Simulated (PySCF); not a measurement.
## TeCl₄, singlet: data card

Computed with PBE/[Te def2-SVP with ECP28, Cl def2-SVP], scalar-relativistic core potentials, density fitting, no spin–orbit coupling, PySCF.

The structure is a minimum.

```json
{
 "Point group": "C2v",
 "Bond lengths": "Te–Cl 2.384 Å (×2), Te–Cl 2.478 Å (×2)",
 "Bond angles": "Cl–Te–Cl 91.9° (×4), Cl–Te–Cl 100.3°, Cl–Te–Cl 174.1°",
 "Rotational constants": "0.04642, 0.03026, 0.02543 cm⁻¹",
 "Principal quadrupole moments (Buckingham, traceless) about the centre of mass": "-11.92, 5.17, 6.74 D Å",
 "Atomisation energy without zero-point energy": "1010 kJ/mol",
 "Rotational symmetry number": "2",
 "Heat capacity Cp at 298.15 K": "101.0 J/(mol K)",
 "Enthalpy at 298.15 K above 0 K": "23.55 kJ/mol",
 "Dipole moment": "1.08 D",
 "Lowest empty level": "-4.48 eV",
 "Highest occupied level": "-7.11 eV",
 "Principal polarisabilities": "59.4, 77.4, 115.2 bohr³",
 "Zero-point energy": "11.0 kJ/mol",
 "Entropy at 298.15 K and 1 bar": "393.4 J/(mol K)"
}
```

Harmonic modes (masses in u: Te 129.906, Cl 34.969):
```json
{"symmetry": "a1", "ω (cm⁻¹)": "60", "IR (km/mol)": "1.3"}
{"symmetry": "b2", "ω (cm⁻¹)": "74", "IR (km/mol)": "3.3"}
{"symmetry": "a1", "ω (cm⁻¹)": "121", "IR (km/mol)": "2.8"}
{"symmetry": "a2", "ω (cm⁻¹)": "122", "IR (km/mol)": "0.0"}
{"symmetry": "b1", "ω (cm⁻¹)": "141", "IR (km/mol)": "1.8"}
{"symmetry": "a1", "ω (cm⁻¹)": "289", "IR (km/mol)": "5.3"}
{"symmetry": "b1", "ω (cm⁻¹)": "332", "IR (km/mol)": "173"}
{"symmetry": "b2", "ω (cm⁻¹)": "343", "IR (km/mol)": "56.3"}
{"symmetry": "a1", "ω (cm⁻¹)": "349", "IR (km/mol)": "19.9"}
```

In C2v the vibrations span 4a1 + 2b2 + a2 + 2b1. The a2 mode carries no infrared intensity, as symmetry demands.

Charges (e):
```json
{"atom": "Te1", "Mulliken": "0.90", "Löwdin": "0.55", "polar tensor": "2.01", "Mayer order to Te1": "–"}
{"atom": "Cl2,4", "Mulliken": "-0.16", "Löwdin": "-0.07", "polar tensor": "-0.41", "Mayer order to Te1": "1.00"}
{"atom": "Cl3,5", "Mulliken": "-0.29", "Löwdin": "-0.20", "polar tensor": "-0.59", "Mayer order to Te1": "0.89"}
```

Mulliken populations on Te1 (electrons outside its core potential): s 3.90, p 8.77, d 10.42.

Counting electrons, tellurium keeps 2 of its valence electrons outside its bonds, so the VSEPR class is AX4E1 and the expected shape is see-saw (C2v), as computed.

The final relaxation and frequency run took about 2 core-minutes on a shared host.
